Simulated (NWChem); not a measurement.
System: GeSiH$_{6}$O$_{2}$; SMILES [GeH3][O][SiH2]O

NWChem input:

```
start job
memory heap 200 mb stack 900 mb global 1100 mb
geometry units angstroms noautosym nocenter noautoz
  O      0.872669    -2.282499     0.383496
  Si    -0.577484    -1.662992    -0.140721
  O     -0.432462    -0.113015    -0.694390
  Ge     0.034615     1.441840     0.040717
  H      1.538662    -2.449508    -0.289838
  H     -1.120175    -2.456153    -1.279854
  H     -1.460821    -1.720831     1.054947
  H     -0.719600     2.524093    -0.744164
  H      1.556756     1.607621    -0.107181
  H     -0.376847     1.434964     1.525234
end
basis spherical
  O library 6-31g*
  Si library 6-31g*
  Ge library 6-31g*
  H library 6-31g*
end
dft
  xc hfexch
  iterations 150
end
property
  shielding
end
task dft property
```

Output (shortened):

```
             Northwest Computational Chemistry Package (NWChem) 7.3.0
             --------------------------------------------------------

                             Geometry "geometry" -> ""
                             -------------------------

 Output coordinates in angstroms (scale by  1.889725989 to convert to a.u.)

  No.       Tag          Charge          X              Y              Z
 ---- ---------------- ---------- -------------- -------------- --------------
    1 O                    8.0000     0.87266900    -2.28249900     0.38349600
    2 Si                  14.0000    -0.57748400    -1.66299200    -0.14072100
    3 O                    8.0000    -0.43246200    -0.11301500    -0.69439000
    4 Ge                  32.0000     0.03461500     1.44184000     0.04071700
    5 H                    1.0000     1.53866200    -2.44950800    -0.28983800
    6 H                    1.0000    -1.12017500    -2.45615300    -1.27985400
    7 H                    1.0000    -1.46082100    -1.72083100     1.05494700
    8 H                    1.0000    -0.71960000     2.52409300    -0.74416400
    9 H                    1.0000     1.55675600     1.60762100    -0.10718100
   10 H                    1.0000    -0.37684700     1.43496400     1.52523400

 Effective nuclear repulsion energy (a.u.)     356.9531124080

  xc_inp: hfexch multiplicative factor not found.
                              NWChem Property Module
                              ----------------------

  itol2e modified to match energy
  convergence criterion.

                                 NWChem DFT Module
                                 -----------------

 Summary of "ao basis" -> "ao basis" (spherical)
 ------------------------------------------------------------------------------
       Tag                 Description            Shells   Functions and Types
 ---------------- ------------------------------  ------  ---------------------
 O                           6-31g*                  6       14   3s2p1d
 Si                          6-31g*                  8       18   4s3p1d
 Ge                          6-31g*                 12       32   5s4p3d
 H                           6-31g*                  2        2   2s

  itol2e modified to match energy
  convergence criterion.

            General Information
            -------------------
          SCF calculation type: DFT
          Wavefunction type:  closed shell.
          No. of atoms     :    10
          No. of electrons :    68
           Alpha electrons :    34
            Beta electrons :    34
          Charge           :     0
          Spin multiplicity:     1
          Use of symmetry is: off; symmetry adaption is: off
          Maximum number of iterations: 150
          AO basis - number of functions:    90
                     number of shells:    44
          Convergence on energy requested:  1.00D-07
          Convergence on density requested:  1.00D-05
          Convergence on gradient requested:  5.00D-04

              XC Information
              --------------
                     Hartree-Fock (Exact) Exchange  1.000

      Superposition of Atomic Density Guess
      -------------------------------------

 Sum of atomic energies:       -2516.33684369

      Non-variational initial energy
      ------------------------------

 Total energy =   -2517.547806
 1-e energy   =   -4215.029498
 2-e energy   =    1340.528580
 HOMO         =      -0.383262
 LUMO         =       0.020591

[...]

          -----------------------------------------
          Chemical Shielding Tensors (GIAO, in ppm)
          -----------------------------------------

                                NWChem CPHF Module
                                ------------------

  scftype          =     RHF
  nclosed          =       34
  nopen            =        0
  variables        =     1904
  # of vectors     =        3
  tolerance        = 0.10D-03
  level shift      = 0.00D+00
  max iterations   =       50
  max subspace     =       30

 SCF residual:    6.5249213646992375E-005

Iterative solution of linear equations
  No. of variables     1904
  No. of equations        3
  Maximum subspace       30
        Iterations       50
       Convergence  1.0D-04

   iter   nsub   residual    time
   ----  ------  --------  ---------
     1      3    1.05D+00      27.9
     2      6    9.43D-02      31.0
     3      9    1.26D-02      34.1
     4     12    2.83D-03      37.1
     5     15    4.40D-04      40.2
     6     18    6.96D-05      43.2

      Atom:    1  O
        Diamagnetic
    406.6515    -10.2056      0.0897
    -10.2056    387.7676     -2.1031
      0.0897     -2.1031    389.7506

        Paramagnetic
    -94.6097     11.2194      1.7639
     11.2194    -77.0563    -11.0285
      1.7639    -11.0285   -125.9122

        Total Shielding Tensor
    312.0417      1.0138      1.8537
      1.0138    310.7113    -13.1316
      1.8537    -13.1316    263.8384

           isotropic =     295.5305
          anisotropy =      28.0974

          Principal Components and Axis System
                 1           2           3
              314.2621    312.0003    260.3290

      1         0.2327      0.9717     -0.0396
      2         0.9432     -0.2156      0.2528
      3        -0.2371      0.0962      0.9667

      Atom:    2  Si
        Diamagnetic
    876.9503     -0.9786      1.8148
     -0.9786    882.8515     -3.1670
      1.8148     -3.1670    872.4730

        Paramagnetic
   -408.5416      0.1507     -1.9422
      0.1507   -400.1509     -1.4159
     -1.9422     -1.4159   -395.7660

        Total Shielding Tensor
    468.4087     -0.8279     -0.1275
     -0.8279    482.7006     -4.5829
     -0.1275     -4.5829    476.7070

           isotropic =     475.9387
          anisotropy =      13.9011

          Principal Components and Axis System
                 1           2           3
              485.2061    474.2714    468.3387

      1        -0.0398     -0.0854      0.9956
      2         0.8797      0.4694      0.0754
      3        -0.4738      0.8788      0.0565

      Atom:    3  O
        Diamagnetic
    380.3632      8.6779      3.1824
      8.6779    421.8328      3.0534
      3.1824      3.0534    385.1281

        Paramagnetic
    -13.5320    -30.3349      2.1939
    -30.3349   -122.2171    -41.6030
      2.1939    -41.6030    -77.5727

        Total Shielding Tensor
    366.8311    -21.6569      5.3763
    -21.6569    299.6157    -38.5496
      5.3763    -38.5496    307.5553

           isotropic =     324.6674
          anisotropy =      79.7696

          Principal Components and Axis System
                 1           2           3
              377.8471    332.8917    263.2633

      1         0.8826     -0.4532      0.1247
      2        -0.3804     -0.5329      0.7559
      3         0.2761      0.7146      0.6427

      Atom:    4  Ge
        Diamagnetic
   2753.5101      2.1559      1.0027
      2.1559   2762.2266      3.0945
      1.0027      3.0945   2754.2651

        Paramagnetic
  -1082.8626     37.4028     23.0273
     37.4028   -952.4879     66.3660
     23.0273     66.3660  -1066.9147

        Total Shielding Tensor
   1670.6476     39.5587     24.0300
     39.5587   1809.7387     69.4606
     24.0300     69.4606   1687.3504

           isotropic =    1722.5789
          anisotropy =     195.2111

          Principal Components and Axis System
                 1           2           3
             1852.7197   1663.1668   1651.8503

      1         0.2449      0.7725     -0.5859
      2         0.8807     -0.4299     -0.1988
      3         0.4055      0.4673      0.7856

      Atom:    5  H
        Diamagnetic
     35.4822     -6.6243    -11.8294
     -6.6243     21.0572      2.9843
    -11.8294      2.9843     28.4372

        Paramagnetic
      0.4585      1.8580      3.8407
      1.8580      5.2312     -1.0949
      3.8407     -1.0949      1.7434

        Total Shielding Tensor
     35.9407     -4.7663     -7.9887
     -4.7663     26.2884      1.8894
     -7.9887      1.8894     30.1805

           isotropic =      30.8032
          anisotropy =      18.3603

          Principal Components and Axis System
                 1           2           3
               43.0434     25.8334     23.5329

      1         0.7945     -0.2005      0.5732
      2        -0.2864      0.7086      0.6448
      3        -0.5355     -0.6765      0.5056

      Atom:    6  H
        Diamagnetic
     26.8279      3.3673      4.7225
      3.3673     30.4189      5.7430
      4.7225      5.7430     31.4659

        Paramagnetic
     -0.6781     -1.2442     -1.5997
     -1.2442     -1.5187     -2.5355
     -1.5997     -2.5355     -3.4159

        Total Shielding Tensor
     26.1498      2.1232      3.1228
      2.1232     28.9002      3.2075
      3.1228      3.2075     28.0500

           isotropic =      27.7000
          anisotropy =       8.7662

          Principal Components and Axis System
                 1           2           3
               33.5441     25.7348     23.8210

      1         0.4478     -0.4450      0.7755
      2         0.6377      0.7670      0.0719
      3         0.6268     -0.4623     -0.6272

      Atom:    7  H
        Diamagnetic
     30.2090      1.5183     -7.0293
      1.5183     26.9328     -2.0924
     -7.0293     -2.0924     32.2809

[...]
```

Level: Hartree-Fock/6-31G* (spherical d), GIAO. Geometry: optimised at PBE0/def2-SVP. The printed shielding anisotropy is the first printed principal value minus the mean of the other two.
